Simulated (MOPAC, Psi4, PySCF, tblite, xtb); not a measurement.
Dimer H6Si2 ··· Cl- (SMILES [SiH3][SiH3] and [Cl-]) (charge -1) at R = 3.20 Å between the centres of mass, closest contact 2.87 Å (lowest of the rigid-body minima from ten starts at GFN2-xTB). Geometry in Å and degrees:

```
Si
H 1 1.4832
H 1 1.4832 2 108.63
H 1 1.4832 2 108.63 3 -118.01
Si 1 2.3443 2 110.30 4 -121.00
H 5 1.4832 1 110.30 2 179.55
H 5 1.4832 6 108.63 1 121.00
H 5 1.4832 6 108.63 7 118.01
Cl 7 2.8711 5 107.52 6 -120.41
```

Levels of theory: GFN2-xTB (tblite); SAPT0/jun-cc-pVDZ, frozen core (Psi4); revPBE/def2-TZVPD, counterpoise-corrected (Psi4); revPBE-D3(BJ)/def2-TZVPD, counterpoise-corrected (Psi4); PBE/def2-TZVPD, counterpoise-corrected (Psi4); PBE-D3(BJ)/def2-TZVPD, counterpoise-corrected (Psi4); HF/aug-cc-pVDZ, counterpoise-corrected (Psi4); MP2/aug-cc-pVDZ = DF-MP2/aug-cc-pVDZ, frozen core, counterpoise-corrected (Psi4); SCS-MP2/aug-cc-pVDZ = Psi4 1.11 with DF-SCS-MP2/aug-cc-pVDZ, frozen core, counterpoise-corrected; AM1, restricted, heats of formation (MOPAC); PM6, restricted, heats of formation (MOPAC); GFN1-xTB (xtb); RKS-B3LYP/6-31G* = restricted B3LYP/6-31G*, spherical d, no counterpoise correction run with PySCF; RKS-B3LYP/3-21G = restricted B3LYP/3-21G, no counterpoise correction (PySCF); RMP2/6-31G* = restricted MP2 (frozen core)/6-31G*, spherical d, no counterpoise correction run with PySCF; RHF/6-31G* = restricted Hartree-Fock/6-31G*, spherical d, no counterpoise correction (PySCF).

**Question.** What interaction energy does each level give?

**Answer.** 
```
method                    E_int / kJ/mol
------------------------  --------------
GFN1-xTB                          -73.95
RKS-B3LYP/3-21G                   -43.63
PBE-D3(BJ)/def2-TZVPD             -40.09
PM6                               -38.70
revPBE-D3(BJ)/def2-TZVPD          -35.18
PBE/def2-TZVPD                    -33.80
RKS-B3LYP/6-31G*                  -31.77
MP2/aug-cc-pVDZ                   -29.26
RMP2/6-31G*                       -28.96
GFN2-xTB                          -25.89
SCS-MP2/aug-cc-pVDZ               -24.48
SAPT0/jun-cc-pVDZ                 -23.96
AM1                               -21.19
revPBE/def2-TZVPD                 -20.96
RHF/6-31G*                        -15.83
HF/aug-cc-pVDZ                    -10.08
```
